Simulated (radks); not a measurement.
Results of a calculation; reference values are marked as such.
Problem. Ni+, 27 electrons, occupied as [Ne] 3s1.5 3p6 3d9 4p0.5 (fractional occupations, a model configuration). Code: a radial shooting solver on a logarithmic mesh with Libxc functionals. Model: non-relativistic Kohn-Sham, exchange-only B88, spin-polarised, spherical densities, point nucleus; open shells are filled with parallel spins first. Some entries of the table are withheld. Estimate them.

| orbital | occ. | eigenvalue (Ry) | <r> (bohr) | <1/r> (bohr^-1) |
|---|---|---|---|---|
| 1s up | 1 | -597.7765 | 0.05483 | 27.51 |
| 1s down | 1 | -597.7523 | 0.05483 | 27.51 |
| 2s up | 1 | -71.25820 | 0.2483 | 5.949 |
| 2s down | 1 | -71.19202 | 0.2482 | 5.951 |
| 2p up | 3 | -62.29391 | 0.2166 | 5.911 |
| 2p down | 3 | -62.23855 | 0.2165 | 5.913 |
| 3s up | 1 | -8.46547 | 0.7506 | 1.885 |
| 3s down | 0.5 | -8.30871 | 0.7526 | 1.879 |
| 3p up | 3 | -5.72945 | 0.7840 | 1.756 |
| 3p down | 3 | -5.57889 | 0.7871 | 1.750 |
| 3d up | 5 | -1.21675 | 1.005 | 1.362 |
| 3d down | 4 | -1.08784 | 1.026 | 1.343 |
| 4s up | 0 | -0.91915 | 2.642 | 0.4896 |
| 4s down | 0 | -0.84146 | 2.638 | 0.4915 |
| 4p up | 0.5 | -0.54245 | 3.429 | (1) |
| 4p down | 0 | -0.46417 | 3.485 | (2) |

Solution. 
(1) 4p up <1/r> (bohr^-1): 0.3716
(2) 4p down <1/r> (bohr^-1): 0.3686
